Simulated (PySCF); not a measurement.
From computed data to an observable: dipole moment from atomic charges

GeS, SMILES [S]=[Ge] (connectivity only; charge and spin as stated), neutral, multiplicity 1. Atoms are numbered in the order given.

```xyz
2

Ge     0.0000     0.0000    -0.6762
S      0.0000     0.0000     1.3523
```
Charge 0, spin multiplicity 1.

Geometry: B3LYP-D3(BJ)/def2-TZVP.

Charges (e) from PySCF with B3LYP/def2-TZVPD:

| atom | IAO | ESP fit |
|---|---|---|
| Ge1 | 0.318 | 0.236 |
| S2 | -0.318 | -0.236 |

The dipole moment of the full density is 2.25 D.

Q: What dipole moment does each set of point charges give, and which comes closer to that of the density?

A: 
μ = Σ q r, and 1 e Å = 4.8032 D.
IAO: Σ q r = (0.000, 0.000, -0.645) e Å, |μ| = 3.10 D.
ESP fit: Σ q r = (0.000, 0.000, -0.479) e Å, |μ| = 2.30 D.
ESP fit comes closer in size. Point charges leave out the atoms' own dipoles (lone pairs, polarised bonds); fits to the potential absorb them, partitions of the density don't.
